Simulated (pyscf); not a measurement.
# HO–SiH₂–NH–SiH₃ (SMILES O[SiH2]N[SiH3]), singlet

Gas-phase minimum from PySCF at ωB97X-D3(BJ)/def2-SVP, one conformer. HO–SiH₂–NH–SiH₃ lies 12.2 kcal/mol over its isomer H₂N–SiH₂–O–SiH₃, and others may lie lower still (electronic energy, ωB97M-D3(BJ)). 

SMILES: N([SiH2]O)[SiH3]
```xyz
11

O      0.4200    -1.8070    -0.2489
Si     0.7193    -0.1785    -0.0461
N      0.2181     0.7864    -1.3983
Si    -1.4259     1.0428    -1.9165
H      0.8187    -2.2283    -1.0170
H     -0.0536     0.1719     1.1694
H      2.1781     0.0908     0.1228
H      0.9581     1.1728    -1.9779
H     -1.7687     0.2888    -3.1610
H     -2.3034     0.5691    -0.8100
H     -1.6843     2.4884    -2.1877
```

Bonds (Å): O1–Si2 1.668, O1–H5 0.963, Si2–N3 1.735, Si2–H6 1.482, Si2–H7 1.493, N3–Si4 1.743, N3–H8 1.016, Si4–H9 1.495, Si4–H10 1.490, Si4–H11 1.493. Bond angles (°): Si2–O1–H5 116.7, O1–Si2–N3 113.3, O1–Si2–H6 103.7, O1–Si2–H7 111.4, N3–Si2–H6 110.9, N3–Si2–H7 105.7, H6–Si2–H7 112.0, Si2–N3–Si4 125.9, Si2–N3–H8 116.5, Si4–N3–H8 117.5, N3–Si4–H9 112.9, N3–Si4–H10 106.7, N3–Si4–H11 111.1, H9–Si4–H10 108.8 (the first ones only).

Properties at ωB97X-D3(BJ)/def2-SVP:

- Harmonic wavenumbers, unscaled = 46, 85, 178, 227, 363, 370, 604, 624, 729, 741, 841, 851, 901, 939, 947, 960, 973, 987, 1023, 1200, 2232, 2245, 2251, 2272, 2305, 3643, 3933 cm⁻¹
- Zero-point energy = 46.4 kcal/mol
- Rotational symmetry number = 1
- Entropy of this conformer at 298 K and 1 atm, rigid rotor and harmonic oscillator, modes under 100 cm⁻¹ raised to 100 = 342.4 J/(mol K)
- Dipole moment = 2.24 D

Single-point totals, which compare only within one level (frozen core for MP2 and CC):

```json
[
 {"level": "ωB97X-D3(BJ)/def2-TZVP", "total energy (hartree)": "-713.43158"},
 {"level": "PBE/def2-TZVP", "total energy (hartree)": "-712.87697"},
 {"level": "r²SCAN/def2-TZVP", "total energy (hartree)": "-713.21740"},
 {"level": "B3LYP-D3(BJ)/def2-TZVP", "total energy (hartree)": "-713.40640"},
 {"level": "PBE0-D3(BJ)/def2-TZVP", "total energy (hartree)": "-712.95211"},
 {"level": "M06-2X/def2-TZVP", "total energy (hartree)": "-713.24450"},
 {"level": "ωB97M-D3(BJ)/def2-TZVP", "total energy (hartree)": "-713.45668"},
 {"level": "HF/def2-TZVPP", "total energy (hartree)": "-711.44144"},
 {"level": "MP2/def2-TZVPP", "total energy (hartree)": "-712.14854"},
 {"level": "CCSD/def2-TZVPP", "total energy (hartree)": "-712.19219"},
 {"level": "CCSD(T)/def2-TZVPP", "total energy (hartree)": "-712.21835"}
]
```

The lowest mode is so soft that the shape along it may change with the basis. Soft torsions are taken as harmonic, which can shift the entropy by several J/(mol K). The CCSD(T) − MP2 part came from Ansatz, without density fitting, on the same reference.
